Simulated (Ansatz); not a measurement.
**Abstraction of F: Ge(CH3)F3 + C2H5Sn → Ge(CH3)F2 + C2H5FSn**

Species: Ge(CH3)F3, singlet; C2H5Sn `C=[CH][SnH2]`, doublet; Ge(CH3)F2, doublet; C2H5FSn `C=[CH][SnH2][F]`, singlet. A radical takes F: the energy is the difference in strength between the Ge–F bond broken and the Sn–F bond made.

Shapes, held fixed at every level: PBE0-D4/def2-TZVP. Flexible molecules stand in one conformer, not always the lowest. Programs: Ansatz 0.2.0. The zero-point and thermal change to 298 K, harmonic and unscaled (PBE0-D4/def2-TZVP), is +0.3 kJ/mol.

```tsv
level	kind	ΔH(298 K) (kJ/mol)	less CCSD(T)/def2-TZVPP
HF/def2-SVP	Hartree–Fock	+77.1	+6.0
HF/def2-TZVPP	Hartree–Fock	+70.4	-0.7
SPW92/def2-TZVPP	LDA	+57.9	-13.2
wB97M-V/def2-TZVPP	range-separated hybrid	+54.8	-16.3
wB97X-V/def2-TZVPP	range-separated hybrid	+53.1	-18.0
B2PLYP/def2-TZVPP	double hybrid	+56.1	-15.0
CCSD/def2-SVP	coupled cluster or CI	+79.7	+8.6
CCSD(T)/def2-TZVPP	coupled cluster or CI	+71.1	0.0
```

The highest level, CCSD(T)/def2-TZVPP, gives ΔH(298 K) = +71.1 kJ/mol; the levels span +53.1 to +79.7. The column of differences is taken from that level and isn't an error. No measured value is set beside it here. Spin contamination: C2H5Sn (⟨S²⟩ up to 0.83). Open shells run unrestricted. For atoms past krypton def2 sets carry core potentials with scalar relativity. Relativity is left out for Ge. Outer-core shells of Ge, Sn are correlated in most correlated rows, in sets that cover them unevenly.
